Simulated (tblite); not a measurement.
C₆H₁₁NOSi.
Atom-mapped SMILES: `[H]/[N:6]=[CH:5]/[C@H:4]([C:2]([CH3:1])=[O:3])[C@@H:7]1[CH2:8][SiH2:9]1` (hydrogens: H10, H11, H12 on C1; H13 on C4; H14 on C5; H15 on N6; H16 on C7; H17, H18 on C8; H19, H20 on Si9)

Cartesian coordinates in Å at the GFN2-xTB level; atoms count from 1:
```xyz
20
C6H11NOSi angstrom
C      2.4131   -0.8174    0.6857
C      0.9463   -1.0138    0.4299
O      0.3995   -2.0844    0.5085
C      0.1727    0.2620    0.0971
C      0.9685    1.2273   -0.7162
N      1.3338    2.3252   -0.2289
C     -1.1268   -0.0671   -0.6008
C     -2.4158    0.6174   -0.1352
Si    -2.3514   -1.2349    0.2387
H      2.9124   -0.6335   -0.2652
H      2.5716    0.0540    1.3164
H      2.8426   -1.7052    1.1437
H     -0.0318    0.7296    1.0683
H      1.1522    0.9045   -1.7523
H      1.8339    2.9468   -0.8607
H     -1.0092   -0.1271   -1.6781
H     -3.0410    1.0188   -0.9206
H     -2.2975    1.3301    0.6702
H     -3.1010   -2.1200   -0.6322
H     -2.1771   -1.6016    1.6286
```

Calculated harmonic vibrations of the isolated species, GFN2-xTB (tblite), most abundant isotopes, no scaling. Against measured fundamentals such values can be off by several per cent, at times by over 20. Modes of hydrogen on silicon can be 10 to 20 % off. One conformer, not necessarily the lowest.

Harmonic wavenumbers (cm⁻¹): 41.9, 64.2, 70.4, 111.8, 131.2, 196.7, 248.8, 302.8, 353.0, 388.9, 418.2, 454.3, 492.9, 530.5, 562.5, 604.5, 697.7, 717.3, 728.8, 745.3, 761.2, 839.0, 927.5, 962.2, 991.7, 993.7, 1010.7, 1044.8, 1055.4, 1099.5, 1149.2, 1162.3, 1171.0, 1208.1, 1237.8, 1325.6, 1367.8, 1370.4, 1444.6, 1445.9, 1450.8, 1716.8, 1765.4, 2364.8, 2390.8, 2815.6, 2918.0, 3010.9, 3012.3, 3039.2, 3049.8, 3053.0, 3066.3, 3337.2.

A = 1935, B = 1101, C = 744.6 MHz; mass 141.061 u (most abundant isotopes); point group C1, symmetry number 1.

Q: Zero-point energy?

A: Half the sum of the wavenumbers: 33710 cm⁻¹ = 403.27 kJ/mol.

Q: What is S at 400 K and 1 bar for an ideal gas of classical rigid rotors and harmonic oscillators?

A: Translation 176.69, rotation 127.91, vibration 190.49: S = 495.1 J/(mol K).

Q: And Cp and H(400 K) − H(0)?

A: Cp = 223.72 J/(mol K), of which vibrations give 190.46 (their classical limit is 54 R = 449.0); H(400 K) − H(0) = 52.28 kJ/mol without the zero-point energy, 38.98 from vibrations.

Q: How do the functions run with temperature in this model?

A: 
```csv
T (K),S (J/(mol K)),Cp (J/(mol K)),H − H(0) (kJ/mol),G − H(0) (kJ/mol),ln q(vib)
50,253.4,60.9,2.25,-10.42,0.74
100,302.9,83.9,5.89,-24.40,2.25
298.15,436.2,178.4,31.74,-98.30,8.19
373.15,479.9,212.5,46.42,-132.67,10.40
500,549.1,260.7,76.56,-198.00,14.10
750,668.3,326.5,150.62,-350.63,21.08
1000,768.5,368.9,237.90,-530.58,27.51
```

q(vib) and H(0) count from the zero-point level.

Q: What must be added to the electronic energy to get the Gibbs energy at 400 K and 1 bar?

A: ZPE + [H(400 K) − H(0)] − T·S = 403.27 + 52.28 − 198.04 = 257.51 kJ/mol.

Hindered rotation and anharmonicity are outside this model. Other conformers, if any are populated, would add a mixing term that is left out. The structure is chiral; the term R ln 2 for an equal mix with its mirror image is left out.
